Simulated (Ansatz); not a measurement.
Relaxation of Si₆O⁺ (charge 1, doublet) with UKS r2SCAN-D4/def2-SVP in Ansatz.

Positions (Å) and forces (eV/Å) at steps 40, 41, 42, 43, 44, 45, 46, 47, 48, 49, 50, 52 of 52:

```xyz
7
step=40 energy=-49281.9891 eV
O     2.033    0.917    0.476    0.125   -0.202   -0.001
Si   -0.829    0.367   -1.463   -0.158    0.096   -0.007
Si    3.081    2.033    0.849   -0.008   -0.105   -0.025
Si   -1.229   -0.129    1.161   -0.209    0.089   -0.062
Si   -1.072   -2.306   -0.517    0.349    0.201    0.081
Si    0.740   -0.278    0.051   -0.130    0.060   -0.011
Si   -2.725   -0.604   -0.556    0.031   -0.138    0.026
7
step=41 energy=-49282.1507 eV
O     2.048    0.863    0.471    0.033   -0.215   -0.018
Si   -0.911    0.433   -1.455   -0.152    0.053   -0.045
Si    3.135    1.942    0.840    0.000   -0.109   -0.024
Si   -1.307   -0.063    1.148   -0.212   -0.016   -0.123
Si   -0.890   -2.247   -0.479    0.316    0.309    0.109
Si    0.661   -0.224    0.047    0.015    0.085    0.036
Si   -2.736   -0.703   -0.573    0.001   -0.106    0.064
7
step=42 energy=-49282.2572 eV
O     2.069    0.813    0.469   -0.179   -0.338   -0.069
Si   -0.979    0.455   -1.459   -0.110    0.279   -0.073
Si    3.175    1.872    0.835    0.076   -0.046   -0.002
Si   -1.377   -0.052    1.118   -0.078    0.094   -0.115
Si   -0.736   -2.136   -0.433    0.104   -0.262    0.052
Si    0.616   -0.181    0.048    0.069    0.425    0.141
Si   -2.767   -0.770   -0.578    0.117   -0.152    0.067
7
step=43 energy=-49282.3529 eV
O     2.074    0.760    0.463   -0.136   -0.002    0.024
Si   -1.090    0.598   -1.468   -0.105   -0.035   -0.086
Si    3.253    1.744    0.829   -0.049   -0.177   -0.049
Si   -1.470    0.003    1.079   -0.042   -0.195   -0.038
Si   -0.567   -2.135   -0.343   -0.242    0.470    0.105
Si    0.522   -0.063    0.037    0.546    0.172    0.071
Si   -2.722   -0.908   -0.598    0.028   -0.234   -0.027
7
step=44 energy=-49282.3882 eV
O     2.071    0.736    0.568    0.248    0.485   -0.120
Si   -1.202    0.652   -1.482   -0.083   -0.206    0.126
Si    3.382    1.618    0.763   -0.353   -0.377    0.019
Si   -1.539   -0.027    1.028   -0.070    0.047   -0.012
Si   -0.486   -2.019   -0.267   -0.081    0.256   -0.089
Si    0.495    0.109    0.032   -0.056   -0.324    0.052
Si   -2.721   -1.069   -0.642    0.395    0.119    0.024
7
step=45 energy=-49282.4043 eV
O     2.039    0.768    0.569   -0.388   -0.144   -0.194
Si   -1.180    0.615   -1.471    0.022    0.111   -0.057
Si    3.351    1.600    0.746    0.672    0.325    0.180
Si   -1.531   -0.011    1.049    0.098   -0.024   -0.079
Si   -0.502   -2.013   -0.304    0.092    0.050    0.060
Si    0.503    0.083    0.048   -0.321   -0.240    0.093
Si   -2.680   -1.042   -0.638   -0.176   -0.077   -0.003
7
step=46 energy=-49282.4006 eV rejected
O     2.035    0.816    0.528   -0.628   -0.295   -0.206
Si   -1.229    0.646   -1.467    0.078   -0.058   -0.093
Si    3.384    1.552    0.810    0.637    0.306    0.175
Si   -1.511   -0.023    0.991   -0.171    0.284    0.719
Si   -0.489   -2.014   -0.257    0.030    0.000   -0.129
Si    0.495    0.091    0.011    0.257    0.000   -0.154
Si   -2.685   -1.068   -0.615   -0.204   -0.237   -0.311
7
step=47 energy=-49282.4242 eV
O     2.042    0.790    0.549   -0.111    0.026   -0.133
Si   -1.193    0.624   -1.473   -0.009    0.015   -0.025
Si    3.383    1.588    0.771    0.139    0.011    0.082
Si   -1.534   -0.016    1.034   -0.031    0.030    0.080
Si   -0.498   -2.012   -0.293    0.021    0.030    0.001
Si    0.493    0.084    0.045    0.019   -0.062    0.037
Si   -2.693   -1.058   -0.633   -0.029   -0.050   -0.041
7
step=48 energy=-49282.4347 eV
O     2.036    0.828    0.493    0.096    0.077    0.023
Si   -1.244    0.619   -1.486    0.109   -0.001    0.051
Si    3.417    1.519    0.836   -0.076   -0.064   -0.014
Si   -1.541   -0.004    1.033   -0.030    0.011    0.000
Si   -0.464   -1.986   -0.278   -0.044   -0.046   -0.035
Si    0.483    0.119    0.025   -0.061    0.071   -0.070
Si   -2.688   -1.096   -0.622    0.006   -0.048    0.045
7
step=49 energy=-49282.4362 eV
O     2.036    0.844    0.481    0.099    0.075    0.036
Si   -1.258    0.605   -1.493    0.038    0.031   -0.023
Si    3.431    1.487    0.863   -0.142   -0.079   -0.045
Si   -1.541    0.004    1.026   -0.028    0.016    0.083
Si   -0.452   -1.971   -0.286   -0.027   -0.046   -0.006
Si    0.475    0.147    0.012    0.030    0.029   -0.036
Si   -2.691   -1.116   -0.602    0.030   -0.026   -0.009
7
step=50 energy=-49282.4369 eV
O     2.030    0.847    0.478    0.091    0.069    0.036
Si   -1.257    0.617   -1.494    0.003   -0.020   -0.006
Si    3.429    1.477    0.859   -0.107   -0.059   -0.035
Si   -1.545    0.004    1.031   -0.012    0.000    0.035
Si   -0.447   -1.978   -0.277   -0.011    0.031   -0.009
Si    0.468    0.151    0.009    0.074   -0.003   -0.002
Si   -2.678   -1.119   -0.606   -0.039   -0.019   -0.020
7
step=52 energy=-49282.4377 eV
O     2.027    0.857    0.483    0.003    0.001    0.001
Si   -1.251    0.610   -1.494    0.001    0.001   -0.003
Si    3.433    1.473    0.852   -0.001   -0.002    0.000
Si   -1.548    0.002    1.033    0.001   -0.002    0.003
Si   -0.449   -1.976   -0.283   -0.001    0.005    0.002
Si    0.470    0.151    0.016   -0.002   -0.001   -0.002
Si   -2.683   -1.119   -0.608    0.000   -0.003   -0.001
```

The relaxation made no stability test and no search for a lower SCF solution. The structure comes from a short search, and lower isomers may exist.
